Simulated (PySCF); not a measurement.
**Level sweep**

Compound: CH5NSSi.
Z-matrix (Å and degrees, PBE0-D3(BJ)/def2-SVP geometry), rows numbered from 1:
```
N 
C   1  1.2728
Si  2  1.8982  1  125.78
S   3  2.1468  2  111.18  1  -124.42
H   1  1.0294  2  110.72  3    -0.83
H   2  1.1074  1  116.60  3  -178.71
H   3  1.4968  2  106.27  1    -1.37
H   3  1.4911  2  111.66  1   119.38
H   4  1.3518  3   94.53  2    58.71
```

PySCF, dipoles from the SCF density, polarisabilities from static response with core orbitals frozen. Isolated species at its PBE0-D3(BJ)/def2-SVP geometry (one conformer only).

The anisotropy is √(½[(α1 − α2)² + (α2 − α3)² + (α3 − α1)²]).

```tsv
level	μ (D)	α (Å³)	anisotropy (Å³)
LDA/def2-SVPD	1.125	10.98	4.21
PBE/def2-SVPD	1.054	10.80	4.16
B3LYP/def2-SVPD	1.153	10.43	3.77
PBE0/def2-SVPD	1.123	10.33	3.73
BHandHLYP/def2-SVPD	1.224	10.02	3.45
CAM-B3LYP/def2-SVPD	1.211	10.22	3.53
wB97X-D/def2-SVPD	1.169	10.19	3.53
LC-wPBE/def2-SVPD	1.200	9.93	3.36
HF/def2-SVPD	1.271	9.66	3.20
PBE0/6-31G*	1.075	8.18	3.79
PBE0/def2-SVP	1.105	8.34	3.36
PBE0/6-31+G*	1.249	9.43	3.97
PBE0/aug-cc-pVDZ	1.122	10.53	3.94
PBE0/def2-TZVP	1.106	9.61	3.92
PBE0/def2-TZVPD	1.130	10.52	3.87
```

The dipole runs from 1.05 D (PBE/def2-SVPD) to 1.27 D (HF/def2-SVPD). No reference polarisability is at hand; against PBE0 in the largest diffuse basis at hand (def2-TZVPD) the other PBE0 rows deviate by 6-31G* -22%, def2-SVP -21%, 6-31+G* -10%, def2-SVPD -2%, aug-cc-pVDZ 0%, def2-TZVP -9%. In one basis (def2-SVPD) the functionals order the polarisability from HF (lowest) to LDA (highest), a spread of 14%. With PBE0 the polarisability is 8.71 Å³ without diffuse functions (mean of 6-31G*, def2-SVP and def2-TZVP) and 10.20 Å³ with them (mean of 6-31+G*, def2-SVPD, aug-cc-pVDZ and def2-TZVPD).
